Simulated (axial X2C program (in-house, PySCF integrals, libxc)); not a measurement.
Working with the constants of RuTe

A bond curve at the PBE0 level, two-component, was computed with an in-house relativistic program for diatomic molecules (basis Te dyall-cv3z [11s12p8d4f1g], Ru dyall-cv3z [12s12p8d5f3g] (cores contracted in-house)) for the state Ω = 4 (⟨Sz⟩ = 2.00, ⟨Lz⟩ = 2.00 at PBE0). Its fit gives Re = 2.4111 Å, ωe = 277.8 cm⁻¹, ωexe = 0.555 cm⁻¹ and αe = 1.347e-04 cm⁻¹; the masses are 129.9062 and 101.9043 u. Two-component means X2C with spin–orbit coupling and atomic mean-field Coulomb and Gaunt terms.

Q: Find the reduced mass, Be and the force constant.

A: From the PBE0 values: μ = 57.1070 u. Be = 16.8576/(μ Re²) = 0.05078 cm⁻¹. k = 5.8918×10⁻⁷ μ ωe² = 2.6 mdyn/Å.

Q: A Morse curve ties αe to the other constants (Pekeris). How well does that hold?

A: αe(Morse) = 6Be²/ωe × (√(ωexe/Be) − 1) = 1.284e-04 cm⁻¹; the PBE0 curve gives 1.347e-04 cm⁻¹, a ratio of 0.95.

Q: The dipole moment p changes by 2.58 D/Å at Re. What harmonic infrared intensity follows?

A: I = 42.256 × (dp/dR)²/μ = 4.9 km/mol.

Q: Estimate the centrifugal constant by the Kratzer relation.

A: D = 4Be³/ωe² = 6.79e-09 cm⁻¹.

Q: Where do the fundamental and the first overtone lie?

A: ν(1←0) = ωe − 2ωexe = 276.7 cm⁻¹; ν(2←0) = 2ωe − 6ωexe = 552.3 cm⁻¹.

The state is one determinant whose occupation by symmetry is held fixed; it was picked as the lowest of a PBE0 search that is not exhaustive. Density functionals use the spin component along the axis (collinear). PBE0 can misorder states that lie within some tenths of an eV, so this need not be the ground state of the molecule. The nearest other 2c determinant of the search, Ω = 2, lies 0.35 eV up at the distance of the search. The functionals have no current-density term, which raises determinants with orbital currents, atoms included. With several unpaired electrons one determinant need not be a pure state. Open-shell Ω = 0 determinants with evenly filled partner blocks cannot be reached by this program, so the Ω shown need not be the lowest component. The stretched end of a curve changes character and is left out.
